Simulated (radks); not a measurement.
Values are calculated unless marked as measured or tabulated.
Question: All-electron atom: Os+ in [Xe] 4f12 5d6 6s2 6p1 (not the ground configuration). Code: a radial shooting solver on a logarithmic mesh with Libxc functionals. Model: Dirac Kohn-Sham, PBE, spin-unpolarised, spherical densities, point nucleus; open shells fill j = l - 1/2 first. Some entries of the table are withheld. Estimate them.

orbital,occ.,eigenvalue (hartree),<r^2> (bohr^2)
1s1/2,2,-2712.382,0.0004333
2s1/2,2,-473.2617,0.006583
2p1/2,2,-453.0806,0.004686
2p3/2,4,-396.8148,0.005881
3s1/2,2,-111.3815,(1)
3p1/2,2,-102.3731,(2)
3p3/2,4,-90.10557,(3)
3d3/2,4,-75.04482,0.03535
3d5/2,6,-72.38995,0.03713
4s1/2,2,-24.64083,0.2088
4p1/2,2,-20.85843,0.2140
4p3/2,4,-17.93825,0.2472
4d3/2,4,-11.73496,0.2636
4d5/2,6,-11.18866,0.2755
5s1/2,2,-4.23800,1.069
4f5/2,6,-3.31915,0.3379
4f7/2,6,-3.20836,0.3467
5p1/2,2,-3.02008,1.255
5p3/2,4,-2.51462,1.478
5d3/2,4,(4),2.614
5d5/2,2,(5),2.784
6s1/2,2,(6),7.235
6p1/2,1,-0.36856,10.85
6p3/2,0,-0.32080,12.99

Answer: 
(1) 3s1/2 <r^2> (bohr^2): 0.04289
(2) 3p1/2 <r^2> (bohr^2): 0.03927
(3) 3p3/2 <r^2> (bohr^2): 0.04578
(4) 5d3/2 eigenvalue (hartree): -0.85670
(5) 5d5/2 eigenvalue (hartree): -0.80083
(6) 6s1/2 eigenvalue (hartree): -0.60576
